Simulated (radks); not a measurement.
Results of a calculation; reference values are marked as such.
Spin polarisation of the 4f12 shell in the erbium ion Er+. Start: [Xe] 4f(up 6, down 6) 6s(up 0.5, down 0.5); electrons of 4f are moved from spin down to spin up, other shells keep equal spins. Level of theory: scalar-relativistic Kohn-Sham, PBEsol, spin-polarised, spherical densities, finite nucleus; Fermi nuclear charge, rms radius of each element as measured or else 0.836 A^(1/3) + 0.57 fm (a radial shooting solver on a logarithmic mesh with Libxc functionals).

moment (Bohr magnetons)	E - E(0) (eV)	e(4f up) (eV)	e(4f down) (eV)	6s down minus up (eV)	5p down minus up (eV)	5s down minus up (eV)
0	0.000	-9.778	-9.778	0.000	0.000	0.000
0.5	-0.047	-9.962	-9.588	0.017	0.149	0.210
1	-0.187	-10.140	-9.393	0.033	0.298	0.420
1.5	-0.421	-10.312	-9.191	0.050	0.447	0.630
2	-0.748	-10.478	-8.983	0.067	0.596	0.840

At moment 2 the spin-polarisation energy is -0.748 eV and the 4f exchange splitting 1.494 eV, that is 0.747 eV per Bohr magneton; E = -I m^2/4 would give I = 0.748 eV.
